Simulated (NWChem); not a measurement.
System: SiN3H7O; SMILES N[Si](N)(N)O

The following NWChem deck was run.

```
start job
memory heap 200 mb stack 900 mb global 1100 mb
geometry units angstroms noautoz
  N      1.412092    -0.967636     0.339981
  Si     0.026238    -0.023376    -0.027723
  N     -0.125026     1.377308     0.990735
  N     -1.307550    -1.109876     0.146359
  O      0.148800     0.582721    -1.580321
  H      2.346125    -0.704002     0.059622
  H      1.403096    -1.655713     1.079588
  H      0.100615     1.273985     1.973368
  H     -0.916276     2.001950     0.877671
  H     -1.344984    -1.907754    -0.479487
  H     -2.233911    -0.713868     0.257520
  H      0.571501     1.452909    -1.607530
end
basis spherical
  * library 6-31+g*
end
dft
  xc xpbe96 cpbe96
  iterations 150
end
tddft
  nroots 8
  notriplet
end
task tddft energy
```

The geometry was optimised at B3LYP/6-31G* (spherical d).

Vertical excitations in the gas phase.

### Question
Give the results of this calculation. (PBE/6-31+G* (spherical d), full TDDFT.) Quantities: lowest excitation, singlet (eV); oscillator strength of that lowest state; lowest state with f > 0.02, singlet (eV); oscillator strength of that bright state; orbital gap (eV).

### Answer
| Quantity | Value |
|---|---|
| lowest excitation, singlet (eV) | 4.90 |
| oscillator strength of that lowest state | 0.010 |
| lowest state with f > 0.02, singlet (eV) | 5.14 |
| oscillator strength of that bright state | 0.037 |
| orbital gap (eV) | 4.87 |
